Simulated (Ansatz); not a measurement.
A run on `B[CH]([AlH2])[SiH3]` with other settings.

```yaml
crystal:
  periodic: [false, false, false]
  atoms:
    - {symbol: B, position_ang: [-2.130056, 0.464994, 0.489468]}
    - {symbol: C, position_ang: [-0.284646, 0.842831, 0.524828]}
    - {symbol: Al, position_ang: [0.771663, -1.392133, 1.073285]}
    - {symbol: Si, position_ang: [0.936925, 0.683590, -1.427683]}
    - {symbol: H, position_ang: [-2.706246, -0.404789, -0.591249]}
    - {symbol: H, position_ang: [-3.046791, 0.969550, 1.563048]}
    - {symbol: H, position_ang: [0.177822, 1.762816, 1.418142]}
    - {symbol: H, position_ang: [-0.177838, -3.068409, 0.643022]}
    - {symbol: H, position_ang: [2.415514, -1.273543, 2.164846]}
    - {symbol: H, position_ang: [1.824007, -1.036076, -1.231200]}
    - {symbol: H, position_ang: [-0.021989, 0.499283, -2.997396]}
    - {symbol: H, position_ang: [2.337883, 1.882759, -1.586613]}
basis:
  gaussian: {orbitals: 6-31G, fitting: {mean_field: def2-universal-jkfit}, point_charges: [{charge: 0.50, position_ang: [5.736, -0.404, 0.756]}]}
hamiltonian: {xc: {name: r2SCANh}, dispersion: d3bjatm}
output: {forces: true}
```

```sh
$ ansatz run in.yaml --threads 2 --pin off --events-out ev --progress --plain --max-ram 4352MiB
```

Shortened log:

```
Functional definition: r2SCANh
550 factors; integrals over basis functions are off by at most 1.2e-1 eV
mean field evaluation 1: about -16300.4157 eV, gradient 3.3e1 eV
mean field evaluation 2: about -16289.4267 eV, gradient 5.9e1 eV
mean field evaluation 4: about -16303.5765 eV, gradient 2.8e0 eV
mean field evaluation 8: about -16303.6145 eV, gradient 4.3e-2 eV
mean field evaluation 16: about -16303.6145 eV, gradient 4.7e-6 eV
mean field -16303.61447221 eV, -599.1467808669 hartree, gradient 4.7e-6 eV, S^2 0.000000; 0 other end points of the search recorded, 0 dependent functions left out
reference -16303.61448591 eV, -599.1467813704 hartree; 23, 23 occupied and 37, 37 virtual orbitals, 550 factors
Total energy: -16303.73683016 eV, -599.1512774386 hartree
Atom 0 at    -2.130056     0.464994     0.489468 Å, force     0.778242     0.105221    -0.136955 eV/Å
Atom 1 at    -0.284646     0.842831     0.524828 Å, force    -0.511993    -0.483997     0.999125 eV/Å
Atom 2 at     0.771663    -1.392133     1.073285 Å, force    -0.375873     0.289563     0.110938 eV/Å
Atom 3 at     0.936925     0.683590    -1.427683 Å, force    -0.103124    -0.208883     0.196040 eV/Å
Atom 4 at    -2.706246    -0.404789    -0.591249 Å, force     1.529523     2.077996     2.549381 eV/Å
Atom 5 at    -3.046791     0.969550     1.563048 Å, force     2.365007    -1.189988    -2.491255 eV/Å
Atom 6 at     0.177822     1.762816     1.418142 Å, force    -1.431680    -2.888635    -3.070417 eV/Å
Atom 7 at    -0.177838    -3.068409     0.643022 Å, force     1.235710     2.030483     0.487656 eV/Å
Atom 8 at     2.415514    -1.273543     2.164846 Å, force    -1.768133    -0.155605    -1.366586 eV/Å
Atom 9 at     1.824007    -1.036076    -1.231200 Å, force    -1.102826     2.026336     0.000984 eV/Å
Atom 10 at    -0.021989     0.499283    -2.997396 Å, force     1.547267     0.286953     2.466531 eV/Å
Atom 11 at     2.337883     1.882759    -1.586613 Å, force    -2.128344    -1.874636     0.231153 eV/Å
Dipole moment:    -0.170378     0.199204    -0.107729 e Å
```

It took 2 s on 2 threads of an Arm Neoverse V2 on a shared host, with 0.5 GiB of host memory at the peak.
